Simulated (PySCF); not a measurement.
Which level of theory gave which numbers?

Compound: C₂H₆FPSi.
InChI=1S/C2H6FPSi/c3-2-1-5(2)4/h2,5H,1,4H2/t2-,5-/m0/s1

The closed-shell ground state was solved 7 times with PySCF (density fitting, gas phase), always with PBE0, in these basis sets: 6-31G, 6-31G*, IGLO-III, STO-3G, def2-SVP, def2-TZVP and pcSseg-0. The structure is a single PBE0-D3(BJ)/def2-SVP conformer in the gas phase; no vibrational or solvent corrections.

```csv
row,total energy (Eh),HOMO (eV),LUMO (eV),dipole (D)
P,-810.1153,-6.90,-0.37,1.58
Q,-809.6854,-6.88,-0.14,1.59
R,-810.1126,-6.89,-0.49,1.58
S,-800.4477,-3.72,4.79,1.01
T,-809.8691,-7.00,0.03,2.13
U,-808.8437,-7.32,-0.18,2.17
V,-809.9708,-6.74,-0.09,1.65
```

Problem. Which basis belongs to which row?

Solution. P = IGLO-III, Q = def2-SVP, R = def2-TZVP, S = STO-3G, T = 6-31G, U = pcSseg-0, V = 6-31G*. From the lowest total energy up: IGLO-III (253 functions) 0 eV; def2-TZVP (203 functions) +0.07 eV; 6-31G* (90 functions) +3.93 eV; 6-31G (65 functions) +6.70 eV; def2-SVP (108 functions) +11.70 eV; pcSseg-0 (65 functions) +34.60 eV; STO-3G (39 functions) +263.07 eV.

Conformer computed: `[F:1][C@@H:2]1[CH2:3][Si@@H:4]1[PH2:5]`: H–P5–Si4–C3 -45°, H–P5–Si4–C3 49°.
